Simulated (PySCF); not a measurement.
PySCF input file for Al(Cl)(SeH)2 (AlClH2Se2), SMILES [Cl][Al]([SeH])[SeH], B3LYP-D3(BJ)/def2-SVP. Coordinates come from a B3LYP-D3(BJ)/def2-SVP optimisation. The structure was generated by enumeration; whether it is a known compound was not checked. Other conformers were not sampled.

```python
import numpy as np
from pyscf import gto, scf, dft, df
from pyscf.hessian import thermo

mol = gto.M(
    atom='''
    Al    0.00000000   -0.00000000    0.40742132
    Cl   -0.00000000   -0.00000001    2.51244574
    Se   -0.00000000    2.05875200   -0.64746750
    H     0.00000000    1.44368904   -1.99013208
    Se   -0.00000000   -2.05875199   -0.64746751
    H     0.00000000   -1.44368903   -1.99013209
    ''',
    basis='def2-SVP',
    charge=0,
    spin=0,
    max_memory=1600,
    verbose=3,
)
mf = dft.RKS(mol, xc='b3lyp').density_fit(auxbasis='def2-universal-jkfit')
mf.disp = 'd3bj'
mf.grids.level = 3
mf.conv_tol = 1e-11
mf.max_cycle = 100
mf.kernel()

# [left out here: the lines that compute and print the analytic Hessian (its translational invariance restored by hand, since the grid's response is missing), thermochemistry and intensities]
```

Log of the run:

```
converged SCF energy = -5506.40949023974

WARN: DFTD3 does not support analytical Hessian, using finite difference


WARN: Mole.unit (angstrom) is changed to Bohr

Mode                                 0                   1                   2
Irrep
Freq [cm^-1]                       90.8967            104.3358            163.9703
Reduced mass [au]                  15.7350             38.4407             14.2171
Force const [Dyne/A]                0.0766              0.2466              0.2252
Char temp [K]                     130.7802            150.1160            235.9168
Normal mode                   x     y     z       x     y     z       x     y     z
       0  Al                 0.00  0.00  0.07    0.00 -0.04  0.00   -0.17 -0.00  0.00
       1  Cl                -0.00 -0.00  0.07   -0.00  0.13  0.00    0.04  0.00  0.00
       2  Se                -0.00 -0.06 -0.03   -0.00 -0.02  0.04    0.02 -0.00  0.00
       3   H                -0.00 -0.15  0.01   -0.00  0.04  0.01   -0.14 -0.00  0.00
       4  Se                -0.00  0.06 -0.03   -0.00 -0.02 -0.04    0.02 -0.00 -0.00
       5   H                 0.00  0.15  0.01    0.00  0.04 -0.01   -0.14  0.00 -0.00
Mode                                 3                   4                   5
Irrep
Freq [cm^-1]                      170.4381            239.1141            244.7312
Reduced mass [au]                   1.0142              1.0838             51.6729
Force const [Dyne/A]                0.0174              0.0365              1.8234
Char temp [K]                     245.2224            344.0319            352.1137
Normal mode                   x     y     z       x     y     z       x     y     z
       0  Al                 0.00  0.00 -0.00   -0.04 -0.00  0.00   -0.00  0.00 -0.05
       1  Cl                -0.00 -0.00 -0.00    0.03  0.00  0.00    0.00  0.00 -0.09
       2  Se                 0.01  0.00 -0.00   -0.01  0.00 -0.00   -0.00 -0.05  0.03
       3   H                -0.70  0.00 -0.00    0.68 -0.00 -0.00    0.00  0.00  0.00
       4  Se                -0.01  0.00  0.00   -0.01 -0.00 -0.00   -0.00  0.05  0.03
       5   H                 0.70 -0.00  0.00    0.68  0.00 -0.00    0.00 -0.00  0.00
Mode                                 6                   7                   8
Irrep
Freq [cm^-1]                      472.3672            547.6970            598.6599
Reduced mass [au]                   5.3741              4.0431              1.2088
Force const [Dyne/A]                0.7065              0.7146              0.2552
Char temp [K]                     679.6312            788.0140            861.3383
Normal mode                   x     y     z       x     y     z       x     y     z
       0  Al                -0.00 -0.16  0.00    0.00 -0.00  0.13    0.00  0.07  0.00
       1  Cl                 0.00  0.00  0.00   -0.00  0.00 -0.09   -0.00 -0.01 -0.00
       2  Se                 0.00  0.02 -0.01   -0.00  0.01 -0.00   -0.00 -0.02  0.00
       3   H                -0.00  0.25 -0.12    0.00 -0.30  0.14    0.00  0.58 -0.27
       4  Se                 0.00  0.02  0.01   -0.00 -0.01 -0.00   -0.00 -0.02 -0.00
       5   H                -0.00  0.25  0.12    0.00  0.30  0.14    0.00  0.58  0.27
Mode                                 9                  10                  11
Irrep
Freq [cm^-1]                      642.7713           2403.8152           2408.4467
Reduced mass [au]                   1.3561              1.0205              1.0203
Force const [Dyne/A]                0.3301              3.4743              3.4870
Char temp [K]                     924.8048           3458.5549           3465.2186
Normal mode                   x     y     z       x     y     z       x     y     z
       0  Al                -0.00  0.00 -0.09   -0.00 -0.00 -0.00   -0.00  0.00 -0.00
       1  Cl                 0.00 -0.00  0.03    0.00  0.00  0.00    0.00 -0.00  0.00
       2  Se                 0.00  0.01  0.01   -0.00 -0.00 -0.01    0.00 -0.00 -0.01
       3   H                -0.00 -0.55  0.25    0.00  0.28  0.64    0.00  0.28  0.64
       4  Se                 0.00 -0.01  0.01   -0.00 -0.00  0.01    0.00  0.00 -0.01
       5   H                -0.00  0.55  0.25    0.00  0.28 -0.64   -0.00 -0.28  0.64
temperature 298.1500 [K]
pressure 101325.00 [Pa]
Rotational constants [GHz] 1.67192 0.75023 0.51786
Symmetry number 2
Zero-point energy (ZPE) 0.01842 [Eh]   48372.459 [J/mol]
                           tot       elec      trans        rot        vib
Entropy [J/mol/K]       372.139      0.000    176.148    122.193     73.798
Cv [J/mol/K]             90.453      0.000     12.472     12.472     65.510
Cp [J/mol/K]             98.768      0.000     20.786     12.472     65.510
Internal energy [J/mol]                      3718.434   3718.434  60023.487
Internal energy [Eh]   -5506.38380  -5506.40949
Enthalpy [J/mol]                             6197.391   3718.434  60023.487
Enthalpy [Eh]          -5506.38285
Gibbs free energy [J/mol]                  -46321.196 -32713.329  38020.629
Gibbs free energy [Eh] -5506.42511
mode   freq/cm-1   IR/(km/mol)
   1       90.90         3.400
   2      104.34         3.748
   3      163.97        18.504
   4      170.44         0.000
   5      239.11         4.701
   6      244.73         1.121
   7      472.37        79.505
   8      547.70       105.449
   9      598.66        20.941
  10      642.77        28.391
  11     2403.82         7.907
  12     2408.45        17.555
max |gradient| / (hartree/bohr): 5.5196047948677775e-05
APT charges: [ 1.2851 -0.557  -0.3548 -0.0093 -0.3548 -0.0093]
```

The calculation finished and met its thresholds.
